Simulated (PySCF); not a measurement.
Electron correlation in Zn⁺ (zinc, charge +1)

[Ar] 3d10 4s1, 2S determinant. Calculation: PySCF 2.14, in 6-31G* (5s4p2d1f, 34 functions); the non-relativistic Hamiltonian (point nucleus). Frozen: [Ar]; 11 electrons correlated.

MP2 pair energies summed by pair of shells (mhartree):

| pair | energy | share (%) |
| --- | --- | --- |
| 3d-3d | -203.43 | 94.1 |
| 3d-4s | -12.72 | 5.9 |

Total MP2 correlation energy: -216.15 mhartree.

Same-spin part -79.24 and opposite-spin part -136.91 mhartree; SCS-MP2 scales them by 1/3 and 6/5 to -190.71 mhartree.

```
  level  correlation energy (mhartree)
   CCSD                        -195.07
    (T)                          -5.49
CCSD(T)                        -200.56
```

Diagnostics: T1 = 0.0061, D1 = 0.0132, largest double amplitude 0.028.

Is a single reference adequate?

Yes: T1 lies below 0.03 and no double amplitude reaches 0.07.
